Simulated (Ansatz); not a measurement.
Species: CH3F3Ge, SMILES `F[C](F)(F)[GeH3]` (charge 0, multiplicity 1).

Question: Give a relaxed geometry from B3LYP-D3(BJ)/def2-TZVP (Ansatz, a program for electronic structure).

Answer: the end point of this relaxation (outside a Z-matrix the atoms follow the SMILES, hydrogens last).
Bonded distances (Å): F1–C2 1.353, C2–F3 1.353, C2–F4 1.353, C2–Ge5 2.018, Ge5–H6 1.531, Ge5–H7 1.531, Ge5–H8 1.531. Bond angles (°): F1–C2–F3 106.9, F1–C2–F4 106.9, F1–C2–Ge5 112.0, F3–C2–F4 106.9, F3–C2–Ge5 112.0, F4–C2–Ge5 112.0, C2–Ge5–H6 107.0, C2–Ge5–H7 107.0, C2–Ge5–H8 107.0, H6–Ge5–H7 111.8, H6–Ge5–H8 111.8, H7–Ge5–H8 111.8.
